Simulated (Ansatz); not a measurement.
Reaction (ligand exchange at a Y–C bond): `[CH3][Y]([OH])[F]` + HCl → `[OH][Y]([F])[Cl]` + CH₄

Computed with Ansatz on PBE0-D4/def2-TZVP structures; ΔE is electronic, products minus reactants. CBS: MP2 limit from def2 TZ/QZ plus the TZ coupled-cluster correction, frozen cores. This one scheme is used for every species. DFT in def2-TZVPP. Elements past krypton have def2 core potentials. For Y outer-core shells are correlated without core-valence functions, which leaves a few kJ/mol of doubt a bond. Each species was taken in one conformer, which may not be the lowest.

`[CH3][Y]([OH])[F]`:

Z-matrix (Å, degrees):
```
C
Y 1 2.365
H 1 1.099 2 111.0
H 1 1.098 2 113.4 3 118.5
H 1 1.098 2 113.7 3 -119.3
O 2 2.010 1 114.8 3 -65.8
F 2 2.005 1 115.8 3 87.6
H 6 0.953 2 170.0 1 130.8
```

HCl:

Z-matrix (Å, degrees):
```
Cl
H 1 1.279
```

`[OH][Y]([F])[Cl]`:

```xyz
5

O    -0.538    1.304    0.350
Y     0.192   -0.511   -0.041
F     0.374   -1.790    1.475
Cl    0.860   -1.170   -2.337
H    -0.888    2.166    0.553
```

CH₄:

Z-matrix (Å, degrees):
```
C
H 1 1.090
H 1 1.090 2 109.5
H 1 1.090 2 109.5 3 -120.0
H 1 1.090 2 109.5 3 120.0
```

Question: Is it downhill or uphill in electronic energy at CCSD(T)/CBS, and by how much? (An estimate is asked.)

Answer: Ansatz gave: Downhill: ΔE = -264.7 kJ/mol.

Question: What do these levels give: ωB97X-V, PBE, RPA@PBE/def2-TZVPP, CCSD(T)/def2-SVP, CCSD(T)/def2-TZVPP, SCS-MP2/def2-QZVPP? (Best estimate.)

Answer: Ansatz gave: ωB97X-V -268.0, PBE -257.1, RPA@PBE/def2-TZVPP -253.2, CCSD(T)/def2-SVP -280.5, CCSD(T)/def2-TZVPP -260.8, SCS-MP2/def2-QZVPP -269.5 kJ/mol.

Largest T1 diagnostic among the species: 0.014.

In def2-TZVPP, CCSD(T) changes the Hartree–Fock value by +29.8 kJ/mol (the triples alone add +2.2 kJ/mol) and MP2 by +24.7 kJ/mol. From BLYP to BHLYP (50 % exact exchange), in def2-TZVPP and without D4, ΔE moves by −15.2 kJ/mol. Leaving LDA and LC-ωPBE aside and taking each functional with its dispersion term where it has one, the values, not all of them listed here, spread over 21.2 kJ/mol, from BHLYP-D4 to revPBE-D4. LDA lies +5.1 kJ/mol from PBE without D4.
